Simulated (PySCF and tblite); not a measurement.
The numbers below are computed, except where a source is named.
**C₆H₁₂O₂, numbered as in [CH3:1][O:2][CH:3]1[CH2:4][CH2:5][O:6][CH2:7][CH2:8]1: conformational analysis**

Search: ETKDG and KDG, MMFF94s, GFN2-xTB, 90 starts; geometries at PBE0-D3(BJ)/def2-SVP. Free energies are PBE0-D3(BJ)/def2-TZVP single points with GFN2-xTB rigid-rotor and vibrational terms (modes under about 100 cm⁻¹ blended into free rotors). Symmetry numbers and mirror images are counted. Conformers within 4 kcal/mol (GFN2-xTB free energy) were kept, 5 at most. GIAO shieldings: PBE0/pcSseg-1. Couplings: B3LYP/pcSseg-1 with pcJ-1 on H (gas phase; spin-dipole term only for pairs with B, N, F, Si or P). Couplings are for ¹H. Shifts are against TMS (¹H), TMS (¹³C) at the same level; of two unlike H on one atom, a is the less shielded. (PySCF 2.14, tblite 0.8.)

Torsions listed: C1–O2–C3–C4. The 6-ring runs over atoms 3–4–5–6–7–8. Of a mirror pair one member is shown.

| conformer | shape | symmetry | E(GFN2) kcal/mol | E(DFT) kcal/mol | G(298.15 K) kcal/mol | weight % | dipole D |
| --- | --- | --- | --- | --- | --- | --- | --- |
| 1 | 6-ring chair (all substituents equatorial); 166° | C1 (pair) | 0.00 | 0.00 | 0.00 | 75.1 | 1.70 |
| 2 | 6-ring chair (O2 axial); 166° | C1 (pair) | 0.48 | 0.55 | 0.67 | 24.1 | 1.92 |
| 3 | 6-ring chair (all substituents equatorial); -63° | Cs | 0.61 | 2.04 | 2.63 | 0.9 | 0.33 |

Weights (%) against temperature:

```
 T (K)     1     2    3  S(mix) cal/mol/K
   200  83.5  16.4  0.2              2.28
   250  78.7  20.9  0.5              2.44
298.15  75.1  24.1  0.9              2.56
   350  71.9  26.6  1.5              2.65
   400  69.5  28.4  2.1              2.72
```

Averaged shifts at 298.15 K. ¹H: 3.84 (H5a/H7a, 2H), 3.28 (H1, 3H), 3.20 (H5b/H7b, 2H), 2.82 (H3, 1H), 1.54 (H4a/H8a, 2H), 1.30 (H4b/H8b, 2H) ppm. ¹³C: 76.6 (C3), 66.5 (C5/C7), 55.3 (C1), 33.3 (C4/C8) ppm.

Averaged couplings (Hz): ²J(H1,H1) -11.5, ³J(H3,H4b) 9.6, ³J(H3,H4a) 4.5, ⁴J(H3,H5a) -0.8, ²J(H4b,H4a) -14.2, ³J(H4b,H5a) 4.8, ³J(H4b,H5b) 10.7, ⁴J(H4b,H8b) 0.6, ³J(H4a,H5a) 4.9, ³J(H4a,H5b) 3.2, ⁴J(H4a,H8a) 1.7, ²J(H5a,H5b) -13.1, ⁴J(H5a,H7a) 0.6, ⁴J(H5a,H7b) -0.7.

Coordinates of conformer 1 (Å):

```xyz
20

C     2.727   -0.285   -0.262
O     1.642    0.564   -0.472
C     0.483    0.239    0.247
C    -0.459    1.428    0.174
C    -1.785    1.103    0.844
O    -2.382   -0.040    0.292
C    -1.573   -1.177    0.421
C    -0.232   -1.004   -0.279
H     2.560   -1.306   -0.656
H     2.979   -0.373    0.814
H     3.592    0.143   -0.787
H     0.749    0.063    1.314
H    -0.629    1.669   -0.888
H     0.010    2.308    0.642
H    -2.501    1.929    0.719
H    -1.631    0.962    1.936
H    -2.134   -2.019   -0.010
H    -1.406   -1.407    1.496
H    -0.392   -0.877   -1.362
H     0.378   -1.911   -0.134
```

Coordinates of conformer 2 (Å):

```xyz
20

C     2.290    0.505    0.879
O     1.231   -0.349    0.583
C     0.548   -0.071   -0.620
C    -0.303   -1.294   -0.935
C    -1.435   -1.425    0.074
O    -2.226   -0.264    0.118
C    -1.486    0.869    0.493
C    -0.361    1.153   -0.491
H     3.034    0.537    0.058
H     2.786    0.122    1.782
H     1.966    1.544    1.082
H     1.289    0.094   -1.429
H     0.331   -2.194   -0.921
H    -0.724   -1.187   -1.947
H    -1.008   -1.639    1.074
H    -2.105   -2.256   -0.193
H    -1.059    0.730    1.507
H    -2.194    1.710    0.538
H     0.210    2.042   -0.175
H    -0.788    1.383   -1.481
```

Shifts are unscaled: against experiment ¹³C can be off by 15 ppm or more and ¹H by 0.8 ppm.

Search and properties took 5.9 min on 1 thread of Arm Neoverse V1, shared host (rough), launched as `OMP_NUM_THREADS=1 python ens_run.py task.json out`.
